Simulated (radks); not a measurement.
Values are calculated unless marked as measured or tabulated.
Task: All-electron atom: the barium ion Ba3+ in [Kr] 4d10 5s2 5p5. Code: a radial shooting solver on a logarithmic mesh with Libxc functionals. Model: scalar-relativistic Kohn-Sham, PBE, spin-polarised, spherical densities, finite nucleus; open shells are filled with parallel spins first (spin-orbit coupling, left out, can overturn this in heavy ions); Fermi nuclear charge, rms radius 4.8378 fm. Some entries of the table are withheld. Estimate them.

orbital,occ.,eigenvalue (hartree),<1/r> (bohr^-1),<r^2> (bohr^2)
1s up,1,-1370.115,60.69,0.0008885
1s down,1,-1370.113,60.69,0.0008885
2s up,1,-217.3694,13.96,0.01421
2s down,1,-217.3684,13.96,0.01421
2p up,3,-195.0268,13.27,0.01129
2p down,3,-195.0249,13.27,0.01129
3s up,1,-46.63488,5.043,0.09739
3s down,1,-46.63307,5.043,0.09738
3p up,3,-39.47086,4.784,0.09744
3p down,3,-39.46878,4.784,0.09744
3d up,5,-29.06398,4.535,0.08387
3d down,5,-29.06198,4.535,0.08387
4s up,1,-9.90810,2.084,0.5120
4s down,1,-9.90401,2.084,0.5119
4p up,3,-7.59622,1.920,0.5815
4p down,3,-7.59205,1.920,0.5812
4d up,5,-4.23822,(1),0.7417
4d down,5,-4.23258,(2),0.7396
5s up,1,-2.13939,0.8212,2.878
5s down,1,-2.10837,0.8231,2.876
5p up,3,(3),0.7105,(4)
5p down,2,(5),0.7097,(6)

Result: 
(1) 4d up <1/r> (bohr^-1): 1.656
(2) 4d down <1/r> (bohr^-1): 1.658
(3) 5p up eigenvalue (hartree): -1.56393
(4) 5p up <r^2> (bohr^2): 3.764
(5) 5p down eigenvalue (hartree): -1.53209
(6) 5p down <r^2> (bohr^2): 3.786
